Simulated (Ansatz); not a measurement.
Reaction (SMILES): [SiH3]N[SiH3] + H+ → [SiH3][NH2+][SiH3]
Each molecule is optimised on its own at B3LYP-D3(BJ)/def2-TZVP (Ansatz, a first-principles code). Frequencies are from Ansatz.

Property: proton affinity (enthalpy at 298 K, with B3LYP-D3(BJ) rigid-rotor harmonic-oscillator terms), positive where the reaction releases energy, in kJ/mol. Cores are frozen in the correlated levels unless marked. Spin-orbit coupling is left out. No relativistic terms. CBS marks a two-point X^-3 extrapolation of the correlation energy; Hartree-Fock from the larger set. The bracket is a focal-point correction in the basis named.

```json
[
 {"level": "PBE-D3(BJ)/def2-TZVPD", "program": "Ansatz + dftd3", "proton affinity (kJ/mol)": "863.4"},
 {"level": "revPBE/def2-TZVPD", "program": "Ansatz", "proton affinity (kJ/mol)": "(withheld)"},
 {"level": "B3LYP-D3(BJ)/def2-TZVPD", "program": "Ansatz + dftd3", "proton affinity (kJ/mol)": "(withheld)"},
 {"level": "PBE0/def2-QZVPP", "program": "Ansatz", "proton affinity (kJ/mol)": "864.0"},
 {"level": "r2SCAN0/def2-TZVPD", "program": "Ansatz", "proton affinity (kJ/mol)": "859.4"},
 {"level": "wB97M-V/def2-TZVPD", "program": "Ansatz", "proton affinity (kJ/mol)": "850.5"},
 {"level": "B2PLYP-D4/def2-TZVPD", "program": "Ansatz + dftd4", "proton affinity (kJ/mol)": "(withheld)"},
 {"level": "CCSD/cc-pV(D+d)Z", "program": "Ansatz", "proton affinity (kJ/mol)": "(withheld)"},
 {"level": "RI-MP2/CBS(cc-pV(T+d)Z,cc-pV(Q+d)Z)+[CCSD(T)-MP2]/cc-pV(T+d)Z", "program": "Ansatz", "proton affinity (kJ/mol)": "861.6"}
]
```

Question: Complete the blanks.

Answer: 
- revPBE/def2-TZVPD, proton affinity (kJ/mol): 869.9
- B3LYP-D3(BJ)/def2-TZVPD, proton affinity (kJ/mol): 867.9
- B2PLYP-D4/def2-TZVPD, proton affinity (kJ/mol): 858.0
- CCSD/cc-pV(D+d)Z, proton affinity (kJ/mol): 888.8
